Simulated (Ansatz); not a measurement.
Consider the cleavage of the Ge–Si bond: `O[SiH2][GeH2][OH]` + CH₃OH → `C[O][GeH2][OH]` + `O[SiH3]`.

Calculated with Ansatz (gas phase, PBE0-D4/def2-TZVP geometries, no zero-point term in ΔE). CCSD(T)/CBS adds triple-zeta CCSD(T) − MP2 to the extrapolated MP2 energy (def2 sets, frozen cores). This one scheme is used for every species. DFT in def2-TZVPP. B3LYP here is the variant with VWN-RPA as its local correlation; programs differ in this. For Ge outer-core shells are correlated without core-valence functions, which leaves a few kJ/mol of doubt a bond. Scalar relativity is left out up to krypton. Each species was taken in one conformer, which may not be the lowest.

Question: Is it downhill or uphill in electronic energy at CCSD(T)/CBS, and by how much? (An estimate is asked.)

Answer: The calculation gave: Downhill: ΔE = -35.2 kJ/mol.

Question: What do these levels give: ωB97X-V, PBE, r2SCAN, B3LYP, r2SCAN0, CAM-B3LYP, LC-ωPBE, MP2/def2-SVP, CCSD(T)/def2-SVP, HF/def2-TZVPP, MP2/def2-TZVPP, HF/def2-QZVPP? (Estimate.)

Answer: The calculation gave: ωB97X-V -36.9, PBE -19.1, r2SCAN -32.8, B3LYP -33.2, r2SCAN0 -32.9, CAM-B3LYP -39.5, LC-ωPBE -30.6, MP2/def2-SVP -55.6, CCSD(T)/def2-SVP -49.9, HF/def2-TZVPP -53.5, MP2/def2-TZVPP -45.9, HF/def2-QZVPP -54.4 kJ/mol.

Largest T1 diagnostic among the species: 0.012.

From BLYP to BHLYP (50 % exact exchange), in def2-TZVPP and without D4, ΔE moves by −9.9 kJ/mol. Leaving LDA and LC-ωPBE aside and taking each functional with its dispersion term where it has one, the values, not all of them listed here, spread over 21.4 kJ/mol, from B2PLYP to PBE-D4. At CCSD(T), def2-SVP lies −14.8 kJ/mol from the extrapolated value and def2-TZVPP −5.5 kJ/mol.
